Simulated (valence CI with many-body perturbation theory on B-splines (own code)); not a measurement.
Sensitivity of CI+MBPT for Tb⁵²⁺

Calculated by relativistic CI+MBPT: three valence electrons over a frozen Dirac-Fock core [Ne], radial functions for each j: 6 s, 6 p, 5 d, 3 f, 1 g, with the one-electron correlation potential Σ1, the two-electron term Σ2, the three-electron term Σ3, Breit, model QED; selected CI, second order for the rest (own B-spline code, finite nucleus).

No measured spectrum was set against this ion. As an estimate, large intervals hold to a few tenths of a per cent, small ones and those within an open d or f shell to about a per cent.

The reference run has the lowest level (3s^2 3p1/2) J=1/2 and an ionisation energy of 4878.75 eV. Its largest variational space holds 2784 state functions.

Levels are named by their leading jj configuration (3d3/2^4 stands for four electrons in 3d with j = 3/2), which in mixed levels can hold well under half, so a name can repeat and another be missing. Letters in brackets count levels of one name in rising energy.

Changed runs:
A. core polarisation of operators on → off
B. size limit of the variational space 10000 → 1500
C. scale of Σ1 1 → 0; scale of Σ2 1 → 0; three-electron term on → off
D. Davidson tolerance 2e-05 → 0.03 (bad on purpose)

Excitation energies of the reference run in cm⁻¹, and shifts in cm⁻¹:

```csv
Level,Reference,A,B,C,D
(3s 3p1/2^2) J=1/2,1096770,0,0,+2197,0
(3s^2 3p3/2) J=3/2,1587100,0,-0.3,-1644,0
(3s 3p1/2 3p3/2) J=3/2 [a],2485580,0,+0.1,-1370,0
(3s 3p1/2 3p3/2) J=5/2,2606380,0,+0.1,-341,0
(3s 3p1/2 3p3/2) J=3/2 [b],2758400,0,+0.1,+1224,0
(3s 3p1/2 3p3/2) J=1/2,2827270,0,0,+4356,0
(3s^2 3d3/2) J=3/2,3179730,0,0,+5782,0
(3s^2 3d5/2) J=5/2,3481090,0,0,+2571,0
(3p1/2^2 3p3/2) J=3/2,3848750,0,0,+3737,0
(3s 3p1/2 3d3/2) J=3/2 [a],3959300,0,-0.6,+3231,0
(3s 3p1/2 3d3/2) J=5/2,4047650,0,-1.4,+3344,0
(3s 3p3/2^2) J=5/2,4171400,0,+0.2,-923,0
Ionisation energy (eV),4878.75,0,0,-0.94,0
```

No effect on these energies: A, D.
